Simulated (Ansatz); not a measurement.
Compare A (`FC1=C(F)C(F)(F)C1`) with its isomer B (`FC1=CC(F)C1(F)F`).

Calculated with Ansatz (gas phase, PBE0-D4/def2-TZVP geometries, no zero-point term in ΔE). CBS: MP2 limit from def2 TZ/QZ plus the TZ coupled-cluster correction, frozen cores. Functionals use def2-TZVPP. B3LYP here is the variant with VWN-RPA as its local correlation; programs differ in this.

A:

```xyz
10

F    -0.195    2.025    1.330
C    -0.135    0.892    0.679
C    -0.569   -0.343    0.916
F    -1.226   -0.947    1.875
C    -0.014   -0.849   -0.377
F    -0.912   -1.317   -1.270
F     0.957   -1.784   -0.284
C     0.492    0.591   -0.652
H     0.023    1.061   -1.518
H     1.579    0.672   -0.698
```

B:

```xyz
10

F    -0.076   -1.512    1.884
C    -0.034   -0.604    0.945
C     0.227    0.701    0.927
C     0.140    0.774   -0.573
F    -0.872    1.551   -1.063
C    -0.191   -0.747   -0.537
F    -1.407   -1.071   -0.996
F     0.699   -1.553   -1.151
H     0.456    1.443    1.678
H     1.058    1.019   -1.113
```

Task: Which isomer does CCSD(T)/CBS put lower? Give the gap. (An estimate is asked.)

Result: Computed: B, by 1.6 kcal/mol.

Task: Give E(B) − E(A) in kcal/mol with B3LYP-D4, LDA (SPW92), CCSD(T)/def2-SVP, CCSD(T)/def2-TZVPP, PBE0-D4, ωB97M-V, B3LYP. (An estimate is asked.)

Result: The calculation gave: B3LYP-D4 -1.2, LDA (SPW92) 0.6, CCSD(T)/def2-SVP -0.8, CCSD(T)/def2-TZVPP -1.4, PBE0-D4 -0.2, ωB97M-V -1.4, B3LYP -1.1. The order is the other way round with LDA (SPW92).

Task: Does the order hold for the free energy at 298.15 K (harmonic terms from PBE0-D4)? (Best estimate.)

Result: Ansatz gave: Yes: G(B) − G(A) = -1.7 kcal/mol.

Largest T1 diagnostic: 0.012.

Leaving LDA and LC-ωPBE aside and taking each functional with its dispersion term where it has one, the values, not all of them listed here, spread over 1.5 kcal/mol, from BHLYP-D4 to PBE-D4. At CCSD(T), def2-SVP lies +0.8 kcal/mol from the extrapolated value and def2-TZVPP +0.2 kcal/mol.
